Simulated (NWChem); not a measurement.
CH3FSTi; SMILES [S]=[Ti]([F])[CH3]

All runs: NWChem. Each level has its own optimisation; frequencies are unscaled.

For level B3LYP/3-21G:

```yaml
highest harmonic frequency (cm⁻¹): 3101
lowest (cm⁻¹): 136
zero-point energy (kcal/mol): 24.7
dipole (D): 5.27
```

Question: How do the values read with level Hartree-Fock/3-21G instead?

Answer: The highest harmonic frequency (cm⁻¹) is 3242 and the lowest (cm⁻¹) comes out as 107. The zero-point energy (kcal/mol) is 26.0 and the dipole (D) is 5.78.
